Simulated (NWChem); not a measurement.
System: C2H7FSi; SMILES C[SiH](C)F

Excerpt of the output:

```
             Northwest Computational Chemistry Package (NWChem) 7.3.0
             --------------------------------------------------------

                             Geometry "geometry" -> ""
                             -------------------------

 Output coordinates in angstroms (scale by  1.889725989 to convert to a.u.)

  No.       Tag          Charge          X              Y              Z
 ---- ---------------- ---------- -------------- -------------- --------------
    1 Si                  14.0000    -0.07997500    -0.34291200     0.00000000
    2 C                    6.0000     0.78237300     0.23006700    -1.55080800
    3 C                    6.0000     0.78237300     0.23006700     1.55080800
    4 F                    9.0000    -1.58915600     0.28745700     0.00000000
    5 H                    1.0000    -0.24057800    -1.82769100     0.00000000
    6 H                    1.0000     1.79824400    -0.19230000    -1.61032800
    7 H                    1.0000     0.23119100    -0.08586800    -2.44973600
    8 H                    1.0000     0.86801000     1.32782000    -1.57071900
    9 H                    1.0000     0.23119100    -0.08586800     2.44973600
   10 H                    1.0000     1.79824400    -0.19230000     1.61032800
   11 H                    1.0000     0.86801000     1.32782000     1.57071900

 Effective nuclear repulsion energy (a.u.)     177.1741348529

                                 NWChem DFT Module
                                 -----------------

 Summary of "ao basis" -> "ao basis" (spherical)
 ------------------------------------------------------------------------------
       Tag                 Description            Shells   Functions and Types
 ---------------- ------------------------------  ------  ---------------------
 Si                         def2-svp                 8       18   4s3p1d
 C                          def2-svp                 6       14   3s2p1d
 F                          def2-svp                 6       14   3s2p1d
 H                          def2-svp                 3        5   2s1p

            General Information
            -------------------
          SCF calculation type: DFT
          Wavefunction type:  closed shell.
          No. of atoms     :    11
          No. of electrons :    42
           Alpha electrons :    21
            Beta electrons :    21
          Charge           :     0
          Spin multiplicity:     1
          Use of symmetry is: off; symmetry adaption is: off
          Maximum number of iterations: 150
          AO basis - number of functions:    95
                     number of shells:    47
          Convergence on energy requested:  1.00D-06
          Convergence on density requested:  1.00D-05
          Convergence on gradient requested:  5.00D-04

              XC Information
              --------------
                         B3LYP Method XC Potential
                     Hartree-Fock (Exact) Exchange  0.200
                        Slater Exchange Functional  0.800 local
                    Becke 1988 Exchange Functional  0.720 non-local
              Lee-Yang-Parr Correlation Functional  0.810
                  VWN I RPA Correlation Functional  0.190 local

             Grid Information
             ----------------
          Grid used for XC integration:  medium
          Radial quadrature: Mura-Knowles
          Angular quadrature: Lebedev.
          Tag              B.-S. Rad. Rad. Pts. Rad. Cut. Ang. Pts.
          ---              ---------- --------- --------- ---------
          Si                  1.10       88           8.0       590
          C                   0.70       49          11.0       434
          F                   0.50       49          10.0       434
          H                   0.35       45          12.0       434
          Grid pruning is: on
          Number of quadrature shells:   550
          Spatial weights used:  Erf1

      Superposition of Atomic Density Guess
      -------------------------------------

 Sum of atomic energies:        -466.77562981

      Non-variational initial energy
      ------------------------------

 Total energy =    -468.610239
 1-e energy   =    -995.551958
 2-e energy   =     349.767584
 HOMO         =      -0.379336
 LUMO         =       0.087214

     ---------------------------------------------
      Total Density - Mulliken Population Analysis
     ---------------------------------------------

    Atom       Charge   Shell Charges
 -----------   ------   -------------------------------------------------------
    1 Si  14    12.94   2.00  1.99  0.93  0.20  5.93  0.96  0.66  0.26
    2 C    6     6.60   1.99  0.96  0.28  2.13  1.23  0.01
    3 C    6     6.60   1.99  0.96  0.28  2.13  1.23  0.01
    4 F    9     9.59   1.99  1.15  0.78  3.52  2.14  0.00
    5 H    1     1.11   0.71  0.39  0.01
    6 H    1     0.86   0.65  0.18  0.03
    7 H    1     0.86   0.65  0.18  0.03
    8 H    1     0.86   0.65  0.19  0.03
    9 H    1     0.86   0.65  0.18  0.03
   10 H    1     0.86   0.65  0.18  0.03
   11 H    1     0.86   0.65  0.19  0.03

   convergence    iter        energy       DeltaE   RMS-Dens  Diis-err
 ---------------- ----- ----------------- --------- --------- ---------
 d= 0,ls=0.0,diis     1   -469.5789780208 -6.47D+02  1.35D-02  4.96D-01
 d= 0,ls=0.0,diis     2   -469.5692364008  9.74D-03  6.97D-03  7.84D-01
 d= 0,ls=0.0,diis     3   -469.6335676085 -6.43D-02  1.07D-03  2.56D-02
 d= 0,ls=0.0,diis     4   -469.6353548963 -1.79D-03  3.58D-04  1.75D-03
 d= 0,ls=0.0,diis     5   -469.6355651636 -2.10D-04  8.49D-05  1.19D-04
  Resetting Diis
 d= 0,ls=0.0,diis     6   -469.6355806888 -1.55D-05  1.87D-05  2.06D-06
 d= 0,ls=0.0,diis     7   -469.6355809675 -2.79D-07  5.93D-06  1.15D-07

         Total DFT energy =     -469.635580967535
      One electron energy =     -999.625077623780
           Coulomb energy =      397.729282026016
    Exchange-Corr. energy =      -44.913920222649
 Nuclear repulsion energy =      177.174134852878

 Numeric. integr. density =       42.000017718712

                       DFT Final Molecular Orbital Analysis
                       ------------------------------------

 Vector   19  Occ=2.000000D+00  E=-3.906374D-01
              MO Center=  1.3D-01,  1.2D-01, -3.7D-08, r^2= 4.6D+00
   Bfn.  Coefficient  Atom+Function         Bfn.  Coefficient  Atom+Function
  ----- ------------  ---------------      ----- ------------  ---------------
    52      0.364203   4 F  pz               55     -0.256125   4 F  pz
    22      0.216182   2 C  px               36     -0.216182   3 C  px
    71     -0.210648   7 H  s                81      0.210648   9 H  s
    66      0.178970   6 H  s                86     -0.178970  10 H  s
    24      0.155651   2 C  pz               38      0.155651   3 C  pz

 Vector   20  Occ=2.000000D+00  E=-3.185957D-01
              MO Center= -1.2D-02, -6.4D-01,  3.7D-09, r^2= 3.1D+00
   Bfn.  Coefficient  Atom+Function         Bfn.  Coefficient  Atom+Function
  ----- ------------  ---------------      ----- ------------  ---------------
    61      0.351009   5 H  s                62      0.264502   5 H  s
     9     -0.227120   1 Si py               51     -0.220001   4 F  py
    54      0.158497   4 F  py               24     -0.136876   2 C  pz
    38      0.136876   3 C  pz               23      0.124119   2 C  py
    37      0.124119   3 C  py                6      0.122198   1 Si py

 Vector   21  Occ=2.000000D+00  E=-3.149275D-01
              MO Center=  3.8D-01,  9.6D-02, -6.1D-09, r^2= 3.3D+00
   Bfn.  Coefficient  Atom+Function         Bfn.  Coefficient  Atom+Function
  ----- ------------  ---------------      ----- ------------  ---------------
    24      0.301064   2 C  pz               38      0.301064   3 C  pz
    10     -0.264334   1 Si pz               52     -0.233886   4 F  pz
    27      0.171767   2 C  pz               41      0.171767   3 C  pz
    55      0.171692   4 F  pz               21      0.160638   2 C  s
    35     -0.160638   3 C  s                 7      0.142722   1 Si pz

 Vector   22  Occ=0.000000D+00  E= 4.903888D-02
              MO Center=  9.5D-01,  7.3D-02, -2.2D-08, r^2= 6.4D+00
   Bfn.  Coefficient  Atom+Function         Bfn.  Coefficient  Atom+Function
  ----- ------------  ---------------      ----- ------------  ---------------
    21      1.790432   2 C  s                35      1.790432   3 C  s
     4     -0.992028   1 Si s                11     -0.769616   1 Si px
    77     -0.654180   8 H  s                92     -0.654180  11 H  s
    72     -0.615773   7 H  s                82     -0.615773   9 H  s
    67     -0.576278   6 H  s                87     -0.576278  10 H  s

 Vector   23  Occ=0.000000D+00  E= 5.273341D-02
              MO Center=  1.3D-01, -1.5D-01, -1.3D-07, r^2= 4.8D+00
   Bfn.  Coefficient  Atom+Function         Bfn.  Coefficient  Atom+Function
  ----- ------------  ---------------      ----- ------------  ---------------
    11      0.883384   1 Si px               21      0.640429   2 C  s
    35      0.640429   3 C  s                67     -0.620987   6 H  s
    87     -0.620987  10 H  s                49      0.475104   4 F  s
    12     -0.441583   1 Si py               72     -0.295559   7 H  s
    82     -0.295559   9 H  s                 8      0.203885   1 Si px

 Vector   24  Occ=0.000000D+00  E= 7.230862D-02
              MO Center=  3.4D-01, -2.5D-02,  1.8D-07, r^2= 7.3D+00
   Bfn.  Coefficient  Atom+Function         Bfn.  Coefficient  Atom+Function
  ----- ------------  ---------------      ----- ------------  ---------------
    21      1.909549   2 C  s                35     -1.909550   3 C  s
    13      1.082325   1 Si pz               77     -0.752690   8 H  s
    92      0.752690  11 H  s                72     -0.623152   7 H  s
    82      0.623152   9 H  s                67     -0.547665   6 H  s
    87      0.547665  10 H  s                55     -0.146352   4 F  pz

     ---------------------------------------------
      Total Density - Mulliken Population Analysis
     ---------------------------------------------

    Atom       Charge   Shell Charges
 -----------   ------   -------------------------------------------------------
    1 Si  14    13.29   2.00  1.98  1.01  0.13  5.93  1.23  0.67  0.35
    2 C    6     6.26   1.98  0.90  0.22  2.14  1.00  0.02
    3 C    6     6.26   1.98  0.90  0.22  2.14  1.00  0.02
    4 F    9     9.35   1.99  1.12  0.80  3.36  2.08  0.00
    5 H    1     1.13   0.75  0.37  0.01
    6 H    1     0.95   0.73  0.20  0.02
    7 H    1     0.95   0.73  0.19  0.02
    8 H    1     0.95   0.73  0.20  0.02
    9 H    1     0.95   0.73  0.19  0.02
   10 H    1     0.95   0.73  0.20  0.02
   11 H    1     0.95   0.73  0.20  0.02

     -------------------------------------------
      Total Density - Lowdin Population Analysis
     -------------------------------------------

    Atom       Charge   Shell Charges
 -----------   ------   -------------------------------------------------------
    1 Si  14    13.36   2.00  1.93  0.63  0.29  5.81  1.26  0.89  0.55
    2 C    6     6.26   1.96  0.59  0.33  1.91  1.41  0.05
    3 C    6     6.26   1.96  0.59  0.33  1.91  1.41  0.05
    4 F    9     9.23   1.98  1.02  0.77  3.23  2.23  0.01
    5 H    1     1.12   0.66  0.44  0.02
    6 H    1     0.96   0.62  0.27  0.07
    7 H    1     0.96   0.63  0.27  0.07
    8 H    1     0.96   0.63  0.27  0.07
    9 H    1     0.96   0.63  0.27  0.07
   10 H    1     0.96   0.62  0.27  0.07
   11 H    1     0.96   0.63  0.27  0.07

     Multipole analysis of the density
     ---------------------------------

     L   x y z        total         alpha         beta         nuclear
     -   - - -        -----         -----         ----         -------
     0   0 0 0      0.000000    -21.000000    -21.000000     42.000000

     1   1 0 0      0.741772      0.823727      0.823727     -0.905681
     1   0 1 0     -0.007847     -0.777542     -0.777542      1.547236
     1   0 0 1      0.000000      0.000000      0.000000     -0.000000

     2   2 0 0    -25.986071    -81.383572    -81.383572    136.781074
     2   1 1 0      0.376173     -0.608456     -0.608456      1.593086
     2   1 0 1     -0.000000     -0.000000     -0.000000      0.000000
     2   0 2 0    -24.533097    -30.086992    -30.086992     35.640886
     2   0 1 1      0.000000      0.000000      0.000000      0.000000
     2   0 0 2    -23.286356   -102.675155   -102.675155    182.063955

                     NWChem Electrostatic Potential Fit Module
                     -----------------------------------------

 Atom parameters

 Number of atoms is                                   11
 Number of basis functions is                         95

 Grid parameters

 Maximum number of grid points is                  44494
 Number of grid points is                          44493
 Grid range                                     0.300000 nm
 Grid spacing                                   0.020000 nm
 Probe radius                                   0.070000 nm
 Atom radius factor                             1.000000

 Atomic radii

    1    0.100000
    6    0.147000
    9    0.128000
   14    0.187000
 FASTESP  F
  using M.O. file = ./job.movecs

    Atom              Coordinates                           Charge

                                                  ESP

    1 Si   -0.007998   -0.034291    0.000000    0.840063
    2 C     0.078237    0.023007   -0.155081   -0.360231
    3 C     0.078237    0.023007    0.155081   -0.352383
    4 F    -0.158916    0.028746    0.000000   -0.370572
    5 H    -0.024058   -0.182769    0.000000   -0.201631
    6 H     0.179824   -0.019230   -0.161033    0.060670
    7 H     0.023119   -0.008587   -0.244974    0.083057
    8 H     0.086801    0.132782   -0.157072    0.081883
    9 H     0.023119   -0.008587    0.244974    0.080149
   10 H     0.179824   -0.019230    0.161033    0.058343
   11 H     0.086801    0.132782    0.157072    0.080653
                                            ------------
                                                0.000000

 Dipole moment                                  0.766610

 Quadrupole moment Qxx                         -5.364596
                   Qyy                          0.925795
                   Qzz                          4.438802

 RMS deviation kJ/mol                           0.046811

 RRMS %                                        30.183816
```

Level: B3LYP/def2-SVP. Geometry: optimised at PBE0/def2-SVP. B3LYP is NWChem's, with the RPA form of VWN correlation.

Task: Write an input that gives this output.

Result: Several could match; the one computed here: the input that was run:
```
start job
memory heap 200 mb stack 900 mb global 1100 mb
geometry units angstroms noautosym nocenter noautoz
  Si    -0.079975    -0.342912     0.000000
  C      0.782373     0.230067    -1.550808
  C      0.782373     0.230067     1.550808
  F     -1.589156     0.287457     0.000000
  H     -0.240578    -1.827691     0.000000
  H      1.798244    -0.192300    -1.610328
  H      0.231191    -0.085868    -2.449736
  H      0.868010     1.327820    -1.570719
  H      0.231191    -0.085868     2.449736
  H      1.798244    -0.192300     1.610328
  H      0.868010     1.327820     1.570719
end
basis spherical
  * library def2-svp
end
dft
  xc b3lyp
  iterations 150
  mulliken
end
task dft energy
esp
  recalculate
  probe 0.07
  range 0.3
  factor 1.0
  spacing 0.02
end
task esp
```
